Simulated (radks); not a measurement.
Results of a calculation; reference values are marked as such.
Question: The mean radii <r> (bohr) of the occupied orbitals of an atom or ion are listed with their occupations. Code: a radial shooting solver on a logarithmic mesh with Libxc functionals. Model: scalar-relativistic Kohn-Sham, BLYP, spin-polarised, spherical densities, finite nucleus; Fermi nuclear charge, rms radius of each element as measured or else 0.836 A^(1/3) + 0.57 fm.

orbital  occ.      <r>
1s up       1  0.04550
1s down     1  0.04550
2s up       1   0.2028
2s down     1   0.2028
2p up       3   0.1772
2p down     3   0.1772
3s up       1   0.5980
3s down     1   0.5976
3p up       3   0.6163
3p down     3   0.6156
3d up       5   0.6689
3d down     5   0.6657
4s up       1    1.672

Name the element and its charge. Open shells, if any, are filled with parallel spins first.

Answer: Z = 33, arsenic, charge +4: As4+ in [Ar] 3d10 4s1. The 1s radius gives Z: for a bare nucleus <r> = (2 gamma + 1)/(2Z) with gamma = sqrt(1 - (Z/c)^2), 0.04456 bohr for Z = 33, and screening makes it slightly larger (0.04550 here). The occupations add up to 29, and the charge is Z minus that.
